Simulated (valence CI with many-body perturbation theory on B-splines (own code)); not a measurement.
Hf51+: what the settings do

Computed by relativistic CI+MBPT: three valence electrons over a frozen Dirac-Fock core [Ar], a basis of 6 s, 6 p, 5 d, 5 f, 1 g functions for each j, with the one-electron correlation potential Σ1, the two-electron term Σ2, the three-electron term Σ3, Breit, model QED; selected CI, second order for the rest, scaled by the run's own slope (own B-spline code, finite nucleus).

No measured spectrum was set against this ion. As an estimate, large intervals hold to a few tenths of a per cent, small ones and those within an open d or f shell to about a per cent. The list stops below the first excitations out of the core. Only levels of the ground parity were solved; by the run's estimate the other parity begins above the list, which can be wrong where configurations are misplaced.

The reference run has the lowest level (3d3/2^3) J=3/2 and an ionisation energy of 4704.20 eV. Its largest variational space holds 2186 state functions.

Levels are named by their leading jj configuration (3d3/2^4 stands for four electrons in 3d with j = 3/2), which in mixed levels can hold well under half, so a name can repeat and another be missing. Letters in brackets count levels of one name in rising energy.

Changed runs:
A. averaging of valence orbitals over low configurations on → off; scale of Σ1 1 → 0.9
B. scale of Σ1 1 → 1.1
C. screening of Σ1 on → off
D. box radius (bohr) 2.204 → 0.42 (bad on purpose)

Excitation energies of the reference run in cm⁻¹, and shifts in cm⁻¹:

| Level | Reference | A | B | C |
| --- | --- | --- | --- | --- |
| (3d3/2^2 3d5/2) J=5/2 [a] | 458409 | -43 | +195 | +212 |
| (3d3/2^2 3d5/2) J=3/2 | 508388 | -167 | +195 | +211 |
| (3d3/2^2 3d5/2) J=7/2 | 536837 | -181 | +202 | +218 |
| (3d3/2^2 3d5/2) J=9/2 | 537364 | -206 | +197 | +213 |
| (3d3/2^2 3d5/2) J=1/2 | 549996 | -255 | +198 | +214 |
| (3d3/2^2 3d5/2) J=5/2 [b] | 729853 | -465 | +217 | +229 |
| (3d3/2 3d5/2^2) J=7/2 [a] | 985841 | -257 | +391 | +423 |
| (3d3/2 3d5/2^2) J=9/2 | 1021230 | -308 | +395 | +428 |
| (3d3/2 3d5/2^2) J=3/2 [a] | 1061940 | -390 | +397 | +428 |
| (3d3/2 3d5/2^2) J=1/2 | 1084900 | -491 | +399 | +429 |
| (3d3/2 3d5/2^2) J=11/2 | 1096280 | -454 | +398 | +428 |
| (3d3/2 3d5/2^2) J=5/2 [a] | 1099000 | -447 | +393 | +422 |
| Ionisation energy (eV) | 4704.20 | -0.23 | +0.27 | -0.05 |

Run D: It gave no result. The program said: "need at least one array to concatenate".
